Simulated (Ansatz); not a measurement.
System: CH$_{5}$BO, charge 0, multiplicity 1. 
Structure (B3LYP-D3(BJ)/def2-TZVP (Ansatz, a program for electronic structure) minimum search):
SMILES: BOC
```xyz
8

B      1.2673     0.2797    -0.1845
O      0.1862    -0.3130     0.3439
C     -1.1411    -0.0162    -0.0807
H      2.3289    -0.0472     0.2489
H      1.1451     1.0981    -1.0525
H     -1.6029    -0.9336    -0.4463
H     -1.7076     0.3478     0.7766
H     -1.1430     0.7377    -0.8708
```

Total electronic energies in hartree. Correlated levels leave the core frozen unless marked. No spin-orbit coupling. No relativistic terms. CBS marks a two-point X^-3 extrapolation of the correlation energy; Hartree-Fock from the larger set (for Q and 5 zeta extrapolated as (X+1)exp(-9√X)).

```csv
level,program,energy (Eh)
HF/cc-pVTZ,Ansatz,-140.40134
HF/cc-pwCVTZ,Ansatz,-140.40246
RI-HF/cc-pVQZ,Ansatz,-140.41158
PBE-D4/def2-TZVPD,Ansatz + dftd4,-141.07587
LC-wPBE-D4/def2-TZVPD,Ansatz + dftd4,-141.17453
B2GP-PLYP/def2-TZVPD,Ansatz,-141.11452
SCS-MP2/aug-cc-pVDZ,Ansatz,-140.79955
CCSD(T)/cc-pwCVTZ,Ansatz,-140.97927
"CCSD(T)/CBS(cc-pVQZ,cc-pV5Z)",Ansatz,-141.0386
```

Totals of different functionals don't rank their quality; only differences between species are comparable.
